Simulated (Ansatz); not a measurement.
Molecule: CrBr (charge 0, sextet). The spin state was set by rule; other spins were not relaxed. 
Geometry from a B3LYP-D3(BJ)/def2-TZVP (Ansatz, an electronic-structure program) optimisation:
```
Cr
Br 1 2.3683
```
Charge 0, spin multiplicity 6.

Basis-set convergence of Hartree-Fock and CCSD(T) correlation energies (hartree) with Ansatz. Valence correlation only, unless marked. Open shells are spin-unrestricted. No spin-orbit coupling. Frozen are the shells of the preceding noble gas and the d and f shells that filled before the atom's block. Non-relativistic.

| basis | functions | E(HF) | E(corr, CCSD(T)) |
|---|---|---|---|
| def2-SVPD | 75 | -3615.36826 | -0.21771 |
| def2-TZVPPD | 124 | -3615.81613 | -0.29810 |
| def2-QZVPPD | 191 | -3615.88655 | -0.32638 |

Extrapolating the two largest sets (X = 3 and 4) as X^-3: E(corr) = (64·(-0.32638) - 27·(-0.29810))/37 = -0.3470 Eh, an estimate of the basis-set limit. The largest set recovers 94.1 % of it, the smallest 62.7 %.
